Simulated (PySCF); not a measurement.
**Ar²⁺: ionisation energy**

Ar²⁺ [Ne] 3s2 3p4 (3P) → Ar³⁺ [Ne] 3s2 3p3 (4S), as a difference of total energies. All numbers are calculated (PySCF 2.14, scalar relativity by spin-free X2C-1e, in x2c-TZVPPall (5s5p3d1f, 42 functions)). Correlated levels: valence: [Ne] frozen; valence and next inner shell: 1s2 frozen. The calculations carry no spin-orbit coupling.

| method | ionisation energy (eV) | plus first-order spin-orbit estimate | difference from reference of that sum (eV) |
| --- | --- | --- | --- |
| UHF | 39.362 | 39.427 | -1.308 |
| LDA | 40.832 | 40.897 | +0.162 |
| PBE | 40.724 | 40.788 | +0.053 |
| PBE0 | 40.714 | 40.779 | +0.044 |
| r2SCAN | 40.670 | 40.734 | -0.001 |
| r2SCANh | 40.663 | 40.728 | -0.007 |
| HSE06 | 40.724 | 40.789 | +0.054 |
| BLYP | 40.694 | 40.759 | +0.024 |
| PBEsol | 40.621 | 40.686 | -0.049 |
| ROHF | 39.200 | 39.264 | -1.471 |
| MP2 (valence) | 40.160 | 40.225 | -0.510 |
| SCS-MP2 (valence) | 40.247 | 40.312 | -0.423 |
| MP2 (valence and next inner shell) | 40.183 | 40.248 | -0.487 |
| SCS-MP2 (valence and next inner shell) | 40.257 | 40.321 | -0.414 |

Reference: 40.735 ± 0.012 eV (semi-empirical (NIST evaluation); NIST Atomic Spectra Database, ionization energies).

A first-order spin-orbit estimate (lowest level to lowest level, LS coupling) adds 0.065 eV.

Errors of the correlated levels include the incompleteness of this basis and the frozen core.
